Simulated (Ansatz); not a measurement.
Reaction (ligand exchange at the Si–O bond): `[SiH3][O][Sn][O][SiH3]` + `[OH][AlH2]` → `[AlH2][O][SiH3]` + `[OH][Sn][O][SiH3]`

Program: Ansatz. Geometries: PBE0-D4/def2-TZVP. ΔE: electronic, gas phase. CCSD(T)/CBS is the MP2 limit (def2-TZVPP, def2-QZVPP) plus CCSD(T) − MP2 in def2-TZVPP, frozen cores. This one scheme is used for every species. DFT in def2-TZVPP. B3LYP here is the variant with VWN-RPA as its local correlation; programs differ in this. def2 core potentials past Kr. For Sn outer-core shells are correlated without core-valence functions, which leaves a few kJ/mol of doubt a bond. One conformer a species, not always the lowest.

`[SiH3][O][Sn][O][SiH3]`:

Z-matrix (Å, degrees):
```
Si
O 1 1.633
H 1 1.490 2 111.2
H 1 1.488 2 110.7 3 -120.6
H 1 1.488 2 109.5 3 119.6
Sn 2 1.972 1 147.5 3 28.0
O 6 1.972 2 98.4 1 9.8
Si 7 1.633 6 148.4 2 10.1
H 8 1.488 7 109.5 6 146.6
H 8 1.488 7 110.7 6 -93.6
H 8 1.490 7 111.2 6 27.0
```

`[OH][AlH2]`:

```xyz
5

O    -0.002   -1.170    0.333
Al   -0.040    0.505    0.072
H     0.163   -1.807   -0.360
H     0.208    1.078   -1.385
H    -0.329    1.395    1.341
```

`[AlH2][O][SiH3]`:

```xyz
8

Al   -0.234   -1.575    0.980
O    -0.029   -0.150    0.112
Si    0.178    1.209   -0.751
H    -1.616   -1.806    1.708
H     0.968   -2.598    1.020
H     0.757    2.273    0.112
H    -1.125    1.683   -1.289
H     1.101    0.962   -1.891
```

`[OH][Sn][O][SiH3]`:

```xyz
8

O    -1.140   -0.886    1.987
Sn   -2.225    0.273    0.817
O    -0.828    0.656   -0.545
Si    0.725    0.330   -0.909
H    -0.229   -1.035    1.715
H     1.517    1.587   -0.997
H     1.359   -0.533    0.137
H     0.820   -0.393   -2.205
```

(1) Is it downhill or uphill in electronic energy at CCSD(T)/CBS, and by how much? (Best estimate.)

(2) What do these levels give: LDA (SPW92), B3LYP-D4, BHLYP-D4, ωB97X-V, B2PLYP, PBE0, r2SCAN0, RPA@PBE/def2-TZVPP, MP2/def2-SVP, CCSD/def2-SVP, MP2/def2-QZVPP, HF/CBS(def2)? (Estimate.)

Largest T1 diagnostic among the species: 0.016.

Results:

(1) Ansatz gave: Nearly level: ΔE = -2.4 kJ/mol.

(2) Computed: LDA (SPW92) -5.4, B3LYP-D4 -1.9, BHLYP-D4 -1.2, ωB97X-V -4.3, B2PLYP -6.9, PBE0 -7.7, r2SCAN0 -6.9, RPA@PBE/def2-TZVPP -4.4, MP2/def2-SVP 0.5, CCSD/def2-SVP -0.2, MP2/def2-QZVPP -2.3, HF/CBS(def2) -9.1 kJ/mol.

The D4 term adds +7.5 kJ/mol with B3LYP and +4.4 kJ/mol with PBE0; it sums over pairs of atoms, weighted by their polarisabilities, and B3LYP, whose exchange is more repulsive, gets the larger term. Leaving LDA and LC-ωPBE aside and taking each functional with its dispersion term where it has one, the values spread over 5.7 kJ/mol, from B2PLYP to BHLYP-D4.
